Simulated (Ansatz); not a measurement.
Calculated with Ansatz (gas phase, PBE0-D4/def2-TZVP geometries, no zero-point term in ΔE). CCSD(T)/CBS is the MP2 limit (def2-TZVPP, def2-QZVPP) plus CCSD(T) − MP2 in def2-TZVPP, frozen cores. For Ge outer-core shells are correlated without core-valence functions, which leaves a few kJ/mol of doubt a bond. Scalar relativity is left out up to krypton. One conformer a species, not always the lowest.

Reaction (redistribution): `[GeH3][SiH2][GeH2][GeH3]` + `[SiH3][SiH2][SiH2][SiH2][GeH3]` → `[GeH3][SiH2][SiH2][SiH2][GeH2][GeH3]` + `[SiH3][SiH2][GeH3]`

`[GeH3][SiH2][GeH2][GeH3]`:

Z-matrix (Å, degrees):
```
Ge
Si 1 2.379
H 1 1.538 2 110.2
H 1 1.538 2 111.5 3 120.6
H 1 1.538 2 109.8 3 -119.1
Ge 2 2.379 1 109.6 3 56.5
H 2 1.489 1 109.9 3 -65.4
H 2 1.489 1 109.2 3 175.9
Ge 6 2.424 2 110.0 1 54.3
H 6 1.541 2 109.5 1 -65.3
H 6 1.541 2 110.9 1 175.8
H 9 1.538 6 109.8 2 -62.6
H 9 1.537 6 111.1 2 177.2
H 9 1.538 6 110.0 2 56.7
```

`[SiH3][SiH2][SiH2][SiH2][GeH3]`:

Cartesian coordinates in Å:
```
Si -1.682 -2.033 -0.175
Si 0.154 -1.561 1.193
Si 0.147 0.711 1.750
Si -0.086 1.953 -0.216
Ge 1.510 1.220 -1.823
H -1.733 -3.476 -0.536
H -2.943 -1.670 0.526
H -1.590 -1.231 -1.425
H 1.409 -1.869 0.451
H 0.115 -2.409 2.417
H -0.981 0.996 2.681
H 1.421 1.084 2.427
H 0.094 3.408 0.042
H -1.454 1.742 -0.766
H 2.934 1.344 -1.256
H 1.425 2.049 -3.116
H 1.262 -0.257 -2.175
```

`[GeH3][SiH2][SiH2][SiH2][GeH2][GeH3]`:

Z-matrix (Å, degrees):
```
Ge
Si 1 2.381
H 1 1.538 2 110.3
H 1 1.538 2 111.6 3 -120.6
H 1 1.539 2 109.8 3 118.9
Si 2 2.336 1 109.4 3 -50.3
H 2 1.489 1 109.5 3 -172.5
H 2 1.489 1 109.6 3 69.0
Si 6 2.337 2 109.1 1 54.9
H 6 1.490 2 110.4 1 174.7
H 6 1.490 2 109.6 1 -65.9
Ge 9 2.384 6 110.3 2 51.6
H 9 1.489 6 109.7 2 -68.4
H 9 1.490 6 110.2 2 172.7
Ge 12 2.425 9 113.1 6 -84.7
H 12 1.542 9 109.6 6 155.1
H 12 1.541 9 109.7 6 37.5
H 15 1.539 12 109.9 9 -173.5
H 15 1.537 12 111.2 9 66.5
H 15 1.537 12 110.0 9 -53.8
```

`[SiH3][SiH2][GeH3]`:

```xyz
11

Si   -1.745    0.059   -0.911
Si   -0.313   -0.189    0.919
Ge    1.952    0.078    0.240
H    -3.169   -0.104   -0.510
H    -1.420   -0.960   -1.944
H    -1.568    1.411   -1.506
H    -0.490   -1.541    1.520
H    -0.638    0.827    1.958
H     2.161    1.473   -0.373
H     2.315   -0.974   -0.823
H     2.914   -0.080    1.429
```

| species | HF/CBS(def2) energy (Eh) |
| --- | --- |
| `[GeH3][SiH2][GeH2][GeH3]` | -6521.02160 |
| `[SiH3][SiH2][SiH2][SiH2][GeH3]` | -3238.20286 |
| `[GeH3][SiH2][SiH2][SiH2][GeH2][GeH3]` | -7101.25424 |
| `[SiH3][SiH2][GeH3]` | -2657.96876 |

Problem. Work out ΔE.

Solution. ΔE = (-7101.25424) + (-2657.96876) − (-6521.02160) − (-3238.20286) = 0.00146 Eh = +0.9 kcal/mol. CCSD(T)/CBS gives -0.7 kcal/mol.

Largest T1 diagnostic among the species: 0.013.

The D4 term adds −1.3 kcal/mol with B3LYP and −0.8 kcal/mol with PBE0; it sums over pairs of atoms, weighted by their polarisabilities, and B3LYP, whose exchange is more repulsive, gets the larger term. In def2-TZVPP, CCSD(T) changes the Hartree–Fock value by −1.6 kcal/mol (the triples alone add −0.2 kcal/mol) and MP2 by −1.7 kcal/mol. Leaving LDA and LC-ωPBE aside and taking each functional with its dispersion term where it has one, the values, not all of them listed here, spread over 0.8 kcal/mol, from BLYP-D4 to B2PLYP. LDA lies −1.1 kcal/mol from PBE without D4.

B3LYP here is the variant with VWN-RPA as its local correlation; programs differ in this.
